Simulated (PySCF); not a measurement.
Compound: C7H10F (doublet state).
Structure used (GFN2-xTB), in Å, numbered top down from 1:
```
atom  x, y, z in Å
C1     3.2361   -0.7205   -0.9298
C2     2.1288   -0.8127   -0.4836
C3     0.7785   -0.8715    0.0251
C4    -0.0753    0.3321   -0.4874
C5    -1.4976    0.1617   -0.1249
C6    -2.4336   -0.6279   -0.9503
C7     0.4985    1.6308    0.0856
F8     0.3930    1.6498    1.4558
H9     4.2141   -0.6677   -1.3049
H10    0.3093   -1.8038   -0.2974
H11    0.7943   -0.8483    1.1172
H12    0.0365    0.3744   -1.5779
H13   -1.8192    0.4911    0.8481
H14   -2.7545   -1.5386   -0.4321
H15   -1.9814   -0.9111   -1.8986
H16   -3.3457   -0.0595   -1.1541
H17   -0.0540    2.5013   -0.2819
H18    1.5634    1.7268   -0.1501
```

The hyperfine couplings belong to this conformer and change with its torsions.

Identity: `C#CC[C@@H]([CH]C)CF` [radical].

Method: UKS B3LYP, pcH-1 on C F H, non-relativistic, mean-field spin-orbit, GIAO (PySCF 2.14.0). Geometry: GFN2-xTB, one conformer, isolated molecule. A GFN2-xTB geometry isn't a minimum of the functional, and hyperfine couplings can be far from their values at a DFT geometry. The SCF solution wasn't tested for stability.

Principal values of hyperfine tensors in MHz (contact and dipolar terms together), for some of the nuclei:

```csv
atom,isotope,A1,A2,A3
H14,1H,118.89,120.86,132.70
H16,1H,99.53,100.73,114.44
C5,13C,14.63,15.39,256.89
C3,13C,79.05,79.37,94.77
C6,13C,-36.15,-33.00,-31.38
C4,13C,-32.07,-31.03,-28.02
H12,1H,24.18,24.98,38.52
C7,13C,15.69,15.75,22.22
```

(1) Split each tensor into its isotropic and traceless parts, and turn a_iso into mT with g = 2.0026.

(2) What spin density at the nucleus of H14 lies behind its contact coupling (g_N = 5.58569)?

(3) H13 (1H, g_N = 5.58569) isn't in the table. Its spin density at the nucleus is -0.01375 bohr⁻³. What is its contact coupling?

(4) Name the largest traceless tensor T of the table and describe it.

(5) In a single crystal, with the field along each principal axis of the tensor of H16 in turn, what first-order splitting does this nucleus give (isotropic g, quadrupole terms neglected)?

Answers

(1) a_iso is a third of the trace, T = A − a_iso, and a(mT) = a(MHz)/(g × 13.996).

```
atom  a_iso (MHz)  a_iso (mT)      T1      T2      T3
 H14       124.15       4.429   -5.26   -3.29    8.55
 H16       104.90       3.743   -5.37   -4.17    9.54
  C5        95.63       3.412  -81.01  -80.25  161.26
  C3        84.40       3.011   -5.34   -5.03   10.37
  C6       -33.51      -1.196   -2.64    0.51    2.13
  C4       -30.37      -1.084   -1.70   -0.65    2.35
 H12        29.23       1.043   -5.05   -4.25    9.30
  C7        17.89       0.638   -2.19   -2.14    4.33
```

(2) a_FC = 800.24 MHz bohr³ × g_N × ρ(0)/(2S). With a_FC = 124.15 MHz and 2S = 1, ρ(0) = 0.02777 bohr⁻³. In magnitude that is 8.7 % of the 1/π = 0.318 of a free hydrogen atom.

(3) By the same relation, a_FC = -61.5 MHz. Its full tensor has the principal values -99.82, -61.79, -22.78 MHz.

(4) C5: -81.0, -80.2, 161.3 MHz, axial, in the ratio −1:−1:+2, the form that spin in one p orbital centred on that nucleus gives.

(5) 2 lines (I = 1/2), spaced by |A_i|/(g × 13.996): 3.55, 3.59, 4.08 mT along the axes of A1, A2 and A3.
